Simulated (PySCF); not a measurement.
SMILES C=[CH][SnH3] (C₂H₆Sn) (B3LYP/def2-SVP optimised geometry):

```
9

Sn     0.097    -1.772     0.000
C     -0.654     0.247     0.000
C     -1.452     0.738    -0.955
H      1.819    -1.772     0.000
H     -0.447    -2.616     1.399
H     -0.487    -2.556    -1.416
H     -0.363     0.902     0.831
H     -1.781     0.141    -1.814
H     -1.819     1.772    -0.927
```

Level of theory: PySCF with B3LYP/def2-TZVP, def2 effective core potentials past Kr.

**Question.** What are the frontier orbital energies and the dipole moment?

**Answer.** HOMO-2 -8.83 eV, HOMO-1 -8.11 eV, HOMO -7.66 eV, LUMO -0.58 eV, LUMO+1 0.09 eV; dipole moment 0.60 D.

On the same geometry PySCF with PBE/def2-TZVP, def2 effective core potentials past Kr gives HOMO-2 -7.78 eV, HOMO-1 -7.09 eV, HOMO -6.78 eV, LUMO -1.37 eV, LUMO+1 -0.41 eV; dipole moment 0.62 D.
